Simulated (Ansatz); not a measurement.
Geometry optimisation, Ansatz, RKS PBE-D4/def2-SVP.

Input:

```yaml
crystal:
  periodic: [false, false, false]
  atoms:
    - { symbol: B, position_ang: [-0.646, 0.8755, 2.1237] }
    - { symbol: "N", position_ang: [-0.5184, -0.0762, 0.9642] }
    - { symbol: C, position_ang: [0.6748, 0.2416, 0.2029] }
    - { symbol: C, position_ang: [0.9244, -0.6781, -0.9941] }
    - { symbol: Al, position_ang: [-0.5839, -0.4083, -2.3803] }
    - { symbol: H, position_ang: [0.1256, 1.0275, 2.9571] }
    - { symbol: H, position_ang: [-1.6418, 1.588, 2.1694] }
    - { symbol: H, position_ang: [-0.3624, -1.0, 1.3953] }
    - { symbol: H, position_ang: [1.6069, 0.1266, 0.9099] }
    - { symbol: H, position_ang: [-1.02477, 0.27923, 0.12822] }
    - { symbol: H, position_ang: [0.8174, -1.7491, -0.6405] }
    - { symbol: H, position_ang: [1.8453, -0.4898, -1.4681] }
    - { symbol: H, position_ang: [-1.5775, 0.9008, -2.1916] }
    - { symbol: H, position_ang: [-1.3674, -1.6829, -2.8974] }
basis:
  gaussian: { orbitals: def2-SVP }
hamiltonian:
  xc: pbe
  dispersion: d4
relax:
  f_tol: 0.02
  max_steps: 50
```

Run as:

```bash
$ ansatz run input.yaml --threads 2 --pin off --max-ram 3072MiB --backend cpu --events-out ev --progress --plain --runs-dir out
```

Where does it end, and by what steps?

The forces met the threshold. After 39 steps the energy has fallen by 4.839 eV; H14 moved furthest, 2.99 Å. Joined: B1–C3 (2.42 → 1.58 Å).

```
step  energy less start (eV)  largest force component (eV/Å)  accepted
   0                  0.0000                           4.617       yes
   2                 -2.0363                           0.921       yes
   4                 -3.2299                           0.778       yes
   6                 -3.8501                           0.474       yes
   8                 -4.1473                           0.317       yes
  10                 -4.1969                           0.114       yes
  12                 -4.2441                           0.149       yes
  14                 -4.2551                           0.097       yes
  16                 -4.2639                           0.086       yes
  18                 -4.2693                           0.060       yes
  20                 -4.2818                           0.101       yes
  22                 -4.3144                           0.206       yes
  24                 -4.3689                           0.264       yes
  26                 -4.4331                           0.282       yes
  28                 -4.5280                           0.199       yes
  30                 -4.6628                           0.233       yes
  32                 -4.7981                           0.243       yes
  34                 -4.8214                           0.232       yes
  36                 -4.8379                           0.036       yes
  38                 -4.8393                           0.020       yes
  39                 -4.8394                           0.014       yes
```

```xyz
14
Properties=species:S:1:pos:R:3
B -0.165 1.005 0.853
N -0.655 -0.435 1.313
C 0.711 -0.293 0.653
C 0.753 -0.861 -0.753
Al -0.739 0.163 -1.624
H -0.046 1.858 1.706
H -0.791 1.417 -0.162
H -0.667 -0.648 2.315
H 1.507 -0.568 1.372
H -1.374 -0.951 0.784
H 0.752 -1.973 -0.787
H 1.703 -0.527 -1.223
H -2.230 -0.402 -1.327
H -0.485 1.171 -2.842
```

Run time: 85 s on 2 threads of Intel(R) Xeon(R) Platinum 8375C CPU @ 2.90GHz (Ice Lake) (shared host), peak memory 0.18 GiB.
